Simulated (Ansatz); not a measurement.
Geometry optimisation, Ansatz, RKS PBE-D4/def2-SVP.

input.yaml

```yaml
crystal:
  periodic: [false, false, false]
  atoms:
    - { symbol: Ti, position_ang: [0.0, 0.0, 0.0] }
    - { symbol: O, position_ang: [0.0, 0.0, 1.92] }
    - { symbol: H, position_ang: [-0.9095, -0.2814, 2.2571] }
    - { symbol: F, position_ang: [1.7257, 0.0, -0.6094] }
    - { symbol: F, position_ang: [-0.8619, 1.4933, -0.6094] }
    - { symbol: F, position_ang: [-0.8619, -1.4933, -0.6094] }
basis:
  gaussian: { orbitals: def2-SVP }
hamiltonian:
  xc: pbe
  dispersion: d4
relax:
  f_tol: 0.02
  max_steps: 40
```

Run as:

```bash
$ ansatz run input.yaml --threads 2 --pin off --max-ram 3072MiB --backend cpu --events-out ev --progress --plain --runs-dir out
```

Problem. Where does it end, and by what steps?

Solution. It converged. After 10 steps the energy has fallen by 0.539 eV; H3 moved furthest, 0.24 Å.

| step | energy less start (eV) | largest force component (eV/Å) | accepted |
| --- | --- | --- | --- |
| 0 | 0.0000 | 2.356 | yes |
| 1 | -0.4450 | 0.939 | yes |
| 2 | -0.5064 | 0.292 | yes |
| 3 | -0.5207 | 0.346 | yes |
| 4 | -0.5304 | 0.294 | yes |
| 5 | -0.4811 | 1.606 | no |
| 6 | -0.5383 | 0.071 | yes |
| 7 | -0.5390 | 0.029 | yes |
| 8 | -0.5392 | 0.029 | yes |
| 9 | -0.5392 | 0.039 | yes |
| 10 | -0.5392 | 0.018 | yes |

```xyz
6
Properties=species:S:1:pos:R:3
Ti -0.014 -0.026 -0.020
O -0.094 -0.099 1.750
H -0.793 -0.151 2.425
F 1.668 0.013 -0.509
F -0.852 1.405 -0.591
F -0.822 -1.422 -0.706
```

Run time: 7.5 s on 2 threads of AMD EPYC 9R45 96-Core Processor (Zen 5), on a shared host, peak memory 0.16 GiB.
